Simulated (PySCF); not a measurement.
## TiBr: frontier orbitals

PBE at R = 2.422 Å; Ti def2-TZVPPD, Br def2-TZVPPD; no relativity (PySCF 2.14). State: quartet, unpaired electrons σ ↑, π ↑, δ ↑, a mixture of terms (⟨Lz²⟩ = 4.9). Only the outer orbitals are listed, counted within each symmetry.

| spin | orbital | occ. | ε (eV) | on Ti (%) | main shells (%) |
| --- | --- | --- | --- | --- | --- |
| α | 12σ | 1 | -18.11 | 5 | 95 Br s |
| α | 13σ | 1 | -7.77 | 25 | 73 Br p, 12 Ti s, 10 Ti d |
| α | 6π | 1 | -6.91 | 10 | 89 Br p, 8 Ti d |
| α | 6π | 1 | -6.89 | 12 | 88 Br p, 10 Ti d |
| α | 14σ | 1 | -4.59 | 98 | 69 Ti d, 28 Ti s |
| α | 2δ | 1 | -4.27 | 98 | 58 Ti d, 35 Ti s |
| α | 7π | 1 | -3.97 | 91 | 87 Ti d, 9 Br p |
| α | 2δ | 0 | -3.60 | 100 | 100 Ti d |
| α | 7π | 0 | -3.58 | 92 | 89 Ti d |
| α | 15σ | 0 | -3.05 | 91 | 54 Ti d, 23 Ti p, 14 Ti s |
| β | 11σ | 1 | -36.16 | 100 | 100 Ti p |
| β | 5π | 1 | -35.73 | 100 | 100 Ti p |
| β | 12σ | 1 | -18.12 | 4 | 96 Br s |
| β | 13σ | 1 | -7.62 | 20 | 79 Br p, 8 Ti s |
| β | 6π | 1 | -6.89 | 7 | 93 Br p |
| β | 6π | 1 | -6.76 | 5 | 94 Br p |
| β | 14σ | 0 | -2.71 | 105 | 79 Ti s, 25 Ti d |
| β | 7π | 0 | -2.49 | 94 | 93 Ti d |
| β | 2δ | 0 | -2.45 | 100 | 100 Ti d |

Question: Which are the highest filled and the lowest empty level, where do they sit, and how wide is the gap?

Answer: Highest filled α 7π at -3.97 eV (in %: 87 Ti d, 9 Br p); lowest empty α 2δ at -3.60 eV (in %: 100 Ti d); the gap at PBE is 0.37 eV.

The bond order (Mayer) is 1.26, the ⟨S²⟩ is 3.759 and the charge on Ti (Mulliken, basis-dependent) is 0.21. The charge on Ti (Löwdin, basis-dependent) is 0.02, the dipole moment (positive dipole means Ti(−)Br(+)) is -3.73 D and the polarisability along the bond is 118.2 bohr³. The polarisability across the bond is 93.7 bohr³.

Shares are Mulliken populations and can fall outside 0 to 100 %.

Spin–orbit coupling is left out. The state is the lowest single determinant that the PBE0 search found; with open d or f shells the true ground state can be another one.
